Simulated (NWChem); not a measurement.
System: CH$_{4}$MgO$_{2}$; SMILES C[O][Mg][OH]

The following NWChem deck was run.

```
start job
memory heap 200 mb stack 900 mb global 1100 mb
geometry units angstroms noautosym nocenter noautoz
  Mg     0.495953     0.763291     0.000761
  O      0.511399     2.522068    -0.001110
  H      0.519175     3.471948    -0.002129
  O      0.478872    -1.005424     0.002623
  C      0.468779    -2.376140     0.004067
  H      0.983052    -2.799323     0.891026
  H     -0.560769    -2.788737     0.009451
  H      0.974554    -2.801145    -0.886884
end
basis spherical
  * library def2-svpd
end
dft
  xc xpbe96 cpbe96
  iterations 150
end
tddft
  cis
  nroots 6
  notriplet
end
task tddft energy
```

Parts of the log:

```
             Northwest Computational Chemistry Package (NWChem) 7.3.0
             --------------------------------------------------------

                             Geometry "geometry" -> ""
                             -------------------------

 Output coordinates in angstroms (scale by  1.889725989 to convert to a.u.)

  No.       Tag          Charge          X              Y              Z
 ---- ---------------- ---------- -------------- -------------- --------------
    1 Mg                  12.0000     0.49595300     0.76329100     0.00076100
    2 O                    8.0000     0.51139900     2.52206800    -0.00111000
    3 H                    1.0000     0.51917500     3.47194800    -0.00212900
    4 O                    8.0000     0.47887200    -1.00542400     0.00262300
    5 C                    6.0000     0.46877900    -2.37614000     0.00406700
    6 H                    1.0000     0.98305200    -2.79932300     0.89102600
    7 H                    1.0000    -0.56076900    -2.78873700     0.00945100
    8 H                    1.0000     0.97455400    -2.80114500    -0.88688400

 Effective nuclear repulsion energy (a.u.)     134.7146803098

  pbe96 is a nonlocal functional; adding pw91lda local functional.

                                 NWChem DFT Module
                                 -----------------

 Summary of "ao basis" -> "ao basis" (spherical)
 ------------------------------------------------------------------------------
       Tag                 Description            Shells   Functions and Types
 ---------------- ------------------------------  ------  ---------------------
 Mg                        def2-svpd                 9       21   4s4p1d
 O                         def2-svpd                 9       23   4s3p2d
 H                         def2-svpd                 4        8   2s2p
 C                         def2-svpd                 8       20   4s2p2d

            General Information
            -------------------
          SCF calculation type: DFT
          Wavefunction type:  closed shell.
          No. of atoms     :     8
          No. of electrons :    38
           Alpha electrons :    19
            Beta electrons :    19
          Charge           :     0
          Spin multiplicity:     1
          Use of symmetry is: off; symmetry adaption is: off
          Maximum number of iterations: 150
          AO basis - number of functions:   119
                     number of shells:    51
          Convergence on energy requested:  1.00D-06
          Convergence on density requested:  1.00D-05
          Convergence on gradient requested:  5.00D-04

[...]

                                NWChem TDDFT Module
                                -------------------

            General Information
            -------------------
           No. of orbitals :     238
            Alpha orbitals :     119
             Beta orbitals :     119
        Alpha frozen cores :       0
         Beta frozen cores :       0
     Alpha frozen virtuals :       0
      Beta frozen virtuals :       0
         Spin multiplicity :       1
    Number of AO functions :     119
        Use of symmetry is : off
      Symmetry adaption is : off
         Schwarz screening :  0.10D-07

              XC Information
              --------------
   PerdewBurkeErnzerhof Exchange Functional   1.00
     Perdew 1991 LDA Correlation Functional   1.00 local
    PerdewBurkeErnz. Correlation Functional   1.00 non-local

             TDDFT Information
             -----------------
          Calculation type : Tamm-Dancoff TDDFT
         Wavefunction type : Restricted singlets
          No. of electrons :      38
           Alpha electrons :      19
            Beta electrons :      19
              No. of roots :       6
          Max subspacesize :    5200
            Max iterations :     100
               Target root :       1
           Target symmetry : none
      Symmetry restriction : off
                 Algorithm : Optimal
        Davidson threshold :  0.10D-03

    6 smallest eigenvalue differences (eV)
--------------------------------------------------------
  No. Spin  Occ  Vir  Irrep   E(Occ)    E(Vir)   E(Diff)
--------------------------------------------------------
    1    1   19   20 a        -0.207    -0.066     3.837
    2    1   18   20 a        -0.207    -0.066     3.837
    3    1   17   20 a        -0.237    -0.066     4.671
    4    1   16   20 a        -0.237    -0.066     4.671
    5    1   19   21 a        -0.207    -0.003     5.546
    6    1   19   22 a        -0.207    -0.003     5.546
--------------------------------------------------------

  Entering Davidson iterations
  Restricted singlet excited states

  Iter   NTrls   NConv    DeltaV     DeltaE      Time
  ----  ------  ------  ---------  ---------  ---------
    1      6       0     0.12E+00   0.10+100        8.7
    2     12       0     0.81E-02   0.18E-01        8.6
    3     18       0     0.36E-03   0.60E-04        8.5
    4     24       4     0.99E-02   0.16E-03        8.4
    5     26       4     0.33E-02   0.12E-03        5.5
    6     28       5     0.18E-03   0.10E-04        5.4
    7     29       6     0.47E-04   0.42E-07        4.6
  ----  ------  ------  ---------  ---------  ---------
  Convergence criterion met

  Ground state a        -390.568881630098 a.u.

  ----------------------------------------------------------------------------
  Root   1 singlet a              0.143303747 a.u.                3.8995 eV
  ----------------------------------------------------------------------------
     Transition Moments    X  0.34186   Y -0.00104   Z  0.08512
     Dipole Oscillator Strength                    0.0118573818
     Electric Quadrupole                           0.0000000029
     Magnetic Dipole                               0.0000000207
     Total Oscillator Strength                     0.0118574054

[...]
```

Level: PBE/def2-SVPD, TDA. Geometry: optimised at PBE0/def2-SVP.
